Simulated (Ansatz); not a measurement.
Geometry optimisation, RKS B3LYP-D4/def2-SVP (Ansatz 0.2.0).

The input (input.yaml):

```yaml
crystal:
  periodic: [false, false, false]
  atoms:
    - { symbol: Ta, position_ang: [-0.074781, -0.136873, 0.07648] }
    - { symbol: F, position_ang: [1.827922, -0.243775, 0.221287] }
    - { symbol: Cl, position_ang: [-0.265274, -0.408383, 2.397376] }
    - { symbol: Cl, position_ang: [0.173218, -0.197226, -2.256565] }
    - { symbol: Cl, position_ang: [-1.453239, 1.730701, 0.021863] }
    - { symbol: "N", position_ang: [-1.083703, -1.800553, -0.103505] }
    - { symbol: H, position_ang: [-1.454914, -2.321783, 0.688411] }
    - { symbol: H, position_ang: [-1.277934, -2.265866, -0.986379] }
    - { symbol: H, position_ang: [1.387417, 2.324748, 0.980233] }
    - { symbol: H, position_ang: [1.836388, 1.768111, 0.916499] }
basis:
  gaussian: { orbitals: def2-SVP }
hamiltonian:
  xc: b3lyp
  dispersion: d4
relax:
  f_tol: 0.03
  max_steps: 50
```

Launched with:

```bash
$ ansatz run input.yaml --threads 4 --pin off --max-ram 5120MiB --backend cpu --events-out ev --progress --plain --runs-dir out
```

Where does it end, and by what steps?

The forces met the threshold. After 7 steps the energy has fallen by 0.122 eV; H10 moved furthest, 0.59 Å.

| step | energy less start (eV) | largest force component (eV/Å) | accepted |
| --- | --- | --- | --- |
| 0 | 0.0000 | 1.406 | yes |
| 1 | -0.0945 | 0.166 | yes |
| 2 | -0.1103 | 0.187 | yes |
| 3 | -0.1167 | 0.136 | yes |
| 4 | -0.1178 | 0.225 | yes |
| 5 | -0.1207 | 0.072 | yes |
| 6 | -0.1217 | 0.055 | yes |
| 7 | -0.1222 | 0.023 | yes |

```xyz
10
Properties=species:S:1:pos:R:3
Ta -0.134 -0.281 0.103
F 1.735 -0.359 0.306
Cl -0.385 -0.638 2.412
Cl 0.159 -0.254 -2.228
Cl -1.375 1.676 0.120
N -1.182 -1.917 -0.157
H -1.572 -2.465 0.606
H -1.363 -2.338 -1.065
H 1.580 2.763 0.920
H 2.152 2.263 0.939
```

Whether the end is a true minimum wasn't checked by a vibrational analysis.

The run took 23 s on 4 threads of Intel(R) Xeon(R) Platinum 8488C (Sapphire Rapids), with other jobs on the host, peak memory 0.4 GiB.
